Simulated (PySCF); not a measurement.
# Electronic absorption of (BeTe)5 ring

(BeTe)5 ring, Be₅Te₅.
Bonds: Be1–Te2, Be1–Te10, Te2–Be3, Be3–Te4, Te4–Be5, Be5–Te6, Te6–Be7, Be7–Te8, Te8–Be9, Be9–Te10.

Method used: PySCF, TDDFT PBE0/def2-SVPD, vertical, gas phase, core orbitals frozen in the response, def2 core potentials past Kr. Isolated species at its PBE0-D3(BJ)/def2-SVP geometry, gas phase. Spin–orbit coupling is left out.

Problem. Predict the UV-vis stick spectrum at this level.

Solution. 

| state | λ (nm) | E (eV) | f | symmetry | main configurations (H = HOMO, L = LUMO) |
| --- | --- | --- | --- | --- | --- |
| S1 | 418.4 | 2.96 | 0.0002 | – | H→L (89%) |
| S2 | 388.0 | 3.20 | 0.0038 | A | H→L+1 (52%), H-1→L+1 (34%) |
| S3 | 379.5 | 3.27 | 0.014 | B | H-1→L (81%) |
| S4 | 375.2 | 3.30 | 0.0039 | A | H-2→L (68%), H-1→L+1 (14%), H→L+2 (10%) |
| S5 | 354.1 | 3.50 | 0.0093 | A | H-1→L+1 (45%), H→L+1 (42%), H-2→L (11%) |
| S6 | 351.3 | 3.53 | 0.032 | B | H-2→L+1 (68%), H-3→L+1 (12%) |
| S7 | 321.7 | 3.85 | 0.020 | B | H-3→L+1 (56%), H-2→L+1 (21%) |
| S8 | 319.0 | 3.89 | 0.022 | A | H-3→L (41%), H→L+2 (33%), H-1→L+2 (10%) |
| S9 | 314.7 | 3.94 | 0.014 | A | H→L+2 (48%), H-3→L (45%) |
| S10 | 314.3 | 3.94 | 0.032 | B | H-4→L (40%), H-2→L+2 (26%) |

Triplets (Tamm–Dancoff): T1 2.81 eV, H→L (92%); T2 2.95 eV, H→L+1 (38%), H-1→L (36%), H-2→L (12%); T3 2.96 eV, H-1→L (59%), H→L+1 (22%); T4 3.15 eV, H-2→L (53%), H-1→L+1 (31%).

The lowest singlet lies at 2.96 eV (418 nm, visible) and is dark (f under 0.0005); its leading configuration is HOMO→LUMO (89%). The largest oscillator strength of a single state is 0.032. S9/S10 lie within about 0.01 eV of each other. Löwdin shares by element: HOMO tellurium 86% or more; LUMO beryllium 30% or more, tellurium 25% or more (atoms not listed hold the other 45%). Of the 10 states listed, 6 reach f = 0.01 and 1 stays under 0.0005. The listed states span 0.98 eV, and the widest gap between neighbours is 0.32 eV (S6 to S7). 2 computed singlets (S1 to S2) lie in the visible range (380 to 750 nm), the largest f among them at 388 nm, f = 0.0038; light of that wavelength is violet, and its complementary colour is yellow-green; a Tamm–Dancoff triplet lies at 441 nm, without intensity as long as spin–orbit coupling is left out. The vertical ionisation energy (ΔSCF) is 7.92 eV, 3.97 eV above S10. Symmetry labels in C2 follow from the direction of the transition dipole and are given only for states with f of 0.002 or more. The window holds the lowest 10 singlets.
